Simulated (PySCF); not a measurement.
## Spinor energies of Rh²⁴⁺ (rhodium, charge +24)

Start: [Ar] 3d3; 3d3/2 filled at m_j = -1/2, +1/2, +3/2. Calculated with PySCF 2.14 in an uncontracted even-tempered set (16 s from 3.2 bohr⁻², ratio 2.8; 12 p from 4.2 bohr⁻², ratio 2.8; 8 d from 4.2 bohr⁻², ratio 2.8; 3 f from 14 bohr⁻², ratio 3): generalised Hartree-Fock with the X2C-1e Hamiltonian and a Gaussian nucleus; one run each with spin-orbit coupling (SO) switched off, then screened by Boettger's factors.

```tsv
spinor shell	electrons	ε, spin-free (eV)	ε, screened SO (eV)	weight of nominal j (screened SO)	rms radius, screened SO (bohr)
1s1/2	2	-24333.3	-24331.3	1.000	0.0375
2s1/2	2	-4437.7	-4436.9	1.000	0.153
2p1/2	2	-4075.4	-4180.0	0.998	0.133
3s1/2	2	-1482.9	-1482.6	1.000	0.387
3p1/2	2	-1356.9	-1386.8	0.935	0.378
3p3/2	4	-1356.9	-1342.5	0.967	0.387
3d3/2	3	-1204.7	-1205.8	0.819	0.346
```

Problem. Where does 2p3/2 lie, and what is the 2p spin-orbit splitting (screened SO)?

Solution. At -4025.8 eV, 154.18 eV above 2p1/2.

| quantity | spin-free | screened SO |
| --- | --- | --- |
| E (hartree) | -4431.88918 | -4432.85002 |
| M_J | 3/2 | 3/2 |
| ⟨J²⟩ | 6.751 | 5.132 |
| ⟨L²⟩ | 12.001 | 11.132 |
| ⟨S²⟩ | 3.750 | 3.311 |

The determinant has a definite M_J but mixes levels of different J.

Each row is a mean over spinors that exchange with the open shell spreads, by up to 15.131 eV (3s1/2).

Rows whose weight is well below 1 are mixtures of j = l ± 1/2: exchange outweighs spin-orbit coupling there, and the label is only the starting occupation.

Breit and QED terms are absent; they matter most for the inner s and p1/2 levels.

Densities and radii are taken from the X2C orbitals without a picture-change correction, which distorts them close to the nucleus.

Without spin-orbit coupling the j labels of p, d and f shells carry no meaning; the spin-free column gives the mean over the occupied spinors of each nl shell, and its ⟨J²⟩ belongs to a mixture of degenerate components.
